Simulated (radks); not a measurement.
Results of a calculation; reference values are marked as such.
Species: Cl II. Configuration: [Ne] 3s2 3p4.

Code: a radial shooting solver on a logarithmic mesh with Libxc functionals. Model: non-relativistic Kohn-Sham, LDA (Slater exchange, VWN5 correlation), spin-polarised, spherical densities, point nucleus; open shells are filled with parallel spins first; hard spherical wall at 12 bohr.

Energy parts (hartree):
| part | energy |
|---|---|
| total | -458.18456 |
| kinetic | 457.31256 |
| electron-nucleus | -1084.58027 |
| Hartree | 195.38355 |
| exchange-correlation | -26.30041 |

Orbitals (lengths in bohr, moments of r in powers of bohr; r(max) is where P^2 peaks):
| orbital | occ. | eigenvalue (hartree) | <1/r> | r(max) | <r> | <r^2> |
|---|---|---|---|---|---|---|
| 1s up | 1 | -100.8510 | 16.51 | 0.06007 | 0.09166 | 0.01129 |
| 1s down | 1 | -100.8362 | 16.51 | 0.06007 | 0.09165 | 0.01129 |
| 2s up | 1 | -9.66092 | 3.274 | 0.3646 | 0.4482 | 0.2387 |
| 2s down | 1 | -9.64484 | 3.275 | 0.3647 | 0.4478 | 0.2382 |
| 2p up | 3 | -7.51598 | 3.196 | 0.3019 | 0.4083 | 0.2079 |
| 2p down | 3 | -7.49607 | 3.196 | 0.3021 | 0.4080 | 0.2074 |
| 3s up | 1 | -1.20318 | 0.9298 | 1.268 | 1.491 | 2.568 |
| 3s down | 1 | -1.12798 | 0.9235 | 1.269 | 1.503 | 2.620 |
| 3p up | 3 | -0.74654 | 0.8050 | 1.383 | 1.692 | 3.377 |
| 3p down | 1 | -0.67729 | 0.7910 | 1.391 | 1.728 | 3.540 |
| 3d up | 0 | -0.16643 | 0.4557 | 2.063 | 2.923 | 10.80 |
| 3d down | 0 | -0.13080 | 0.3959 | 2.440 | 3.415 | 14.72 |
| 4s up | 0 | -0.20920 | 0.3045 | 3.815 | 4.346 | 21.41 |
| 4s down | 0 | -0.19696 | 0.2925 | 3.950 | 4.499 | 22.91 |
| 4p up | 0 | -0.12698 | 0.2475 | 4.727 | 5.301 | 31.61 |
| 4p down | 0 | -0.11948 | 0.2394 | 4.930 | 5.469 | 33.53 |

The highest occupied level is 3p down at -18.430 eV. The electron density at the nucleus is 3203 e/bohr^3. Summed over all electrons, <r^2> = 20.60 bohr^2, which gives a Langevin (diamagnetic) susceptibility term of -16.3 x 10^-6 cm^3/mol.
